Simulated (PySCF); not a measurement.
methanol (CH₄O), singlet, at a GFN2-xTB geometry. Base run: PySCF with MP2/6-31G.

Here is a job for PySCF.
```python
from pyscf import gto, scf, mp

mol = gto.M(
    atom='''
C    -0.057749    0.657503    0.006238
O    -0.034981   -0.748578   -0.007589
H    -1.106104    0.950101    0.004072
H     0.880174   -1.047950   -0.006134
H     0.421826    1.061888    0.904334
H     0.430444    1.079565   -0.878988
''',
    basis='6-31g',
    charge=0,
    spin=0,
    verbose=4,
)

mf = scf.RHF(mol)
mf.kernel()

pt = mp.MP2(mf, frozen=2)
pt.kernel()
print('E(MP2) = %.10f' % pt.e_tot)
mf.analyze()
```

Each row names what was changed in the base input (with any setting that the change needs).

| change | basis functions | E (Eh) | MP2 correlation (Eh) | SCF-reference HOMO (eV) | SCF-reference HOMO-LUMO gap (eV) | SCF-reference dipole (D) |
|---|---|---|---|---|---|---|
| base | 26 | -115.20105 | -0.21442 | -12.09 | 18.03 | 2.30 |
| basis = STO-3G | 14 | -113.63293 | -0.08636 | -9.64 | 25.60 | 1.47 |
| basis = pcseg-0 | 26 | -114.90136 | -0.21377 | -12.06 | 17.45 | 2.34 |
| basis = 6-31G* | (withheld) | (withheld) | (withheld) | (withheld) | (withheld) | (withheld) |
| basis = cc-pVDZ | 48 | -115.38726 | -0.33796 | -11.99 | 17.01 | 1.76 |
| basis = 6-31G** | 48 | (withheld) | (withheld) | (withheld) | (withheld) | (withheld) |
| basis = pc-1 | 48 | -115.35232 | -0.33891 | -12.19 | 16.65 | 1.96 |
| basis = 6-311G** | (withheld) | (withheld) | (withheld) | -12.09 | (withheld) | 1.85 |
| basis = def2-SVPD | 75 | -115.32071 | -0.35541 | -12.29 | 14.90 | 1.81 |
| basis = 6-311+G(2d,p) | (withheld) | (withheld) | (withheld) | (withheld) | (withheld) | 1.85 |
| basis = aug-cc-pVDZ | 82 | -115.42125 | -0.35959 | -12.20 | 13.14 | 1.76 |
| basis = aug-pcseg-1 | 82 | -115.37618 | -0.35382 | -12.24 | 13.06 | 1.76 |
| basis = def2-TZVP | 86 | -115.50746 | -0.41509 | -12.20 | 15.93 | 1.80 |

Task: Fill in the missing entries.

Result: 
- basis = 6-31G*, basis functions: 36
- basis = 6-31G*, E (Eh): -115.34168
- basis = 6-31G*, MP2 correlation (Eh): -0.30791
- basis = 6-31G*, SCF-reference HOMO (eV): -12.05
- basis = 6-31G*, SCF-reference HOMO-LUMO gap (eV): 18.19
- basis = 6-31G*, SCF-reference dipole (D): 1.88
- basis = 6-31G**, E (Eh): -115.37783
- basis = 6-31G**, MP2 correlation (Eh): -0.33229
- basis = 6-31G**, SCF-reference HOMO (eV): -12.02
- basis = 6-31G**, SCF-reference HOMO-LUMO gap (eV): 18.17
- basis = 6-31G**, SCF-reference dipole (D): 1.86
- basis = 6-311G**, basis functions: 60
- basis = 6-311G**, E (Eh): -115.43603
- basis = 6-311G**, MP2 correlation (Eh): -0.36097
- basis = 6-311G**, SCF-reference HOMO-LUMO gap (eV): 16.28
- basis = 6-311+G(2d,p), basis functions: 78
- basis = 6-311+G(2d,p), E (Eh): -115.46892
- basis = 6-311+G(2d,p), MP2 correlation (Eh): -0.38655
- basis = 6-311+G(2d,p), SCF-reference HOMO (eV): -12.23
- basis = 6-311+G(2d,p), SCF-reference HOMO-LUMO gap (eV): 14.15

Totals compare only among sets that treat the same electrons; sets with core potentials leave the core out.
